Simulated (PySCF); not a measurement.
A calculated (HSE06, PySCF 2.14, aug-cc-pwCVTZ-DK with one added diffuse shell each of s, p, d, f, g type, the spin-free X2C one-electron Hamiltonian (Gaussian nucleus)) atom or ion has these occupied shells.

```csv
shell,electrons,orbital energy (eV),"rms radius, mean of both spins (bohr)"
1s β,1,-5400.1,0.0768
1s α,1,-5400.0,0.0768
2s α,1,-615.91,0.334
2s β,1,-614.86,0.334
2p α,3,-513.30,0.304
2p β,3,-512.40,0.304
3s α,1,-75.640,1.02
3s β,1,-72.328,1.02
3p α,3,-47.953,1.11
3p β,3,-44.381,1.11
3d α,3,-7.726,1.59
4s α,1,-5.229,3.67
4s β,1,-4.522,3.67
```

Question: Name the element and its charge.

Answer: V (vanadium, neutral), in [Ar] 3d3 4s2, high-spin 4F determinant.
